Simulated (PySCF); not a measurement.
Compounds:

A. SMILES c1ccc2[nH]ccc2c1
B. SMILES C=NC(=C)O[SiH2]N[SiH3]
C. SMILES N#C/C=C/C=C=CC=C

Spectrum 1. 13C{1H} NMR (computed): δ 169.5 (C), 154.8 (CH2), 79.7 (CH2).

Spectrum 2. 13C{1H} NMR (computed): δ 233.7 (C), 156.3 (CH), 138.4 (CH), 126.9 (CH2), 123.3 (C), 104.3 (CH), 103.2 (CH), 100.9 (CH).

Spectrum 3. 13C{1H} NMR (computed): δ 139.1 (C), 132.6 (C), 127.0 (CH), 126.8 (CH), 126.1 (CH), 125.0 (CH), 114.2 (CH), 108.1 (CH).

Method: NMR shieldings at PBE0/pcSseg-1/GIAO, GFN2-xTB structure, in PySCF 2.14.0 with density-fitted response routines (no solvent, single conformer, non-relativistic, equivalent nuclei averaged).

Shifts are taken against calculated references (same method and geometry level): 13C (σref 186.93) vs TMS. Shifts are as computed. Against solution values, carbons near 30 ppm lie about +3 ppm off and those near 130 ppm about +5 ppm. Of 1211 compounds with measured shifts, 218 miss one by over three times the rms of a fit or turn the order of signals round; such compounds aren't used in these exercises.

Which spectrum belongs to which compound?

## Answers

1–B, 2–C, 3–A.

- Spectrum 1 (B): 3 13C signals; δC 169.5 is an alkene carbon bearing oxygen; δC 79.7 is a β carbon of an enol-ether or enamine type C=C.
- Spectrum 2 (C): 8 13C signals; δC 233.7 is a central carbon of an allene; δC 156.3 is an alkene CH.
- Spectrum 3 (A): 8 13C signals; δC 127.0 is an aromatic CH; δC 126.1 is an aromatic CH.
